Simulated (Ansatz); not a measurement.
Mulliken charges of CH$_{5}$GeS, SMILES `C[S][GeH2]` radical from PBE/def2-TZVPP in Ansatz (PBE0-D4/def2-TZVP geometry).

```tsv
atom	x (Å)	y (Å)	z (Å)	charge (e)
C1	-0.639	1.117	-0.402	-0.271
S2	-0.852	-0.166	0.860	-0.184
Ge3	0.635	-1.649	0.182	0.086
H4	-0.954	0.759	-1.381	0.130
H5	0.396	1.458	-0.445	0.128
H6	-1.276	1.952	-0.111	0.123
H7	1.965	-0.906	-0.127	-0.012
H8	0.817	-2.622	1.370	0.000
```

Problem. By hand: the dipole of these point charges (1 e Å = 4.8032 D).

Solution. Σ q r = (0.131, 0.122, -0.282) e Å, of length 0.334 e Å = 1.60 D.

Problem. How does the dipole of the full density compare? (An estimate is asked.)

Solution. Computed: (0.051, 0.203, -0.213) e Å, 1.43 D; the point charges give 1.12 times that, at 23° from its direction.

Point charges leave out the atoms' own dipoles, such as those of lone pairs, and Mulliken's split depends on the basis, so the two needn't agree.
